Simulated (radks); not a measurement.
Coulomb parameter of the 4f shell of the thulium ion Tm2+ in the model configuration [Xe] 4f12 5d1, as a second difference U = [E(n + 0.5) + E(n - 0.5) - 2 E(n)] / (0.5)^2 with all orbitals relaxed. "Bare": the charge of the atom changes with n. "Screened": the 5d shell takes up the change at fixed total charge, which measures U(4f,4f) + U(5d,5d) - 2 U(4f,5d). Calculated with a radial shooting solver on a logarithmic mesh with Libxc functionals: scalar-relativistic Kohn-Sham, PBE, spin-unpolarised, spherical densities, finite nucleus; Fermi nuclear charge, rms radius 5.2256 fm.

| case | configuration | E - E(n) (eV) |
|---|---|---|
| start | [Xe] 4f12 5d1 | 0.000 |
| bare +0.5 | [Xe] 4f12.5 5d1 | -9.884 |
| bare -0.5 | [Xe] 4f11.5 5d1 | 14.314 |
| screened +0.5 | [Xe] 4f12.5 5d0.5 | -3.829 |
| screened -0.5 | [Xe] 4f11.5 5d1.5 | 5.141 |

U(bare) = 17.717 eV, U(screened by 5d) = 5.247 eV, against the Slater integral F0(4f,4f) = 33.796 eV with frozen orbitals.
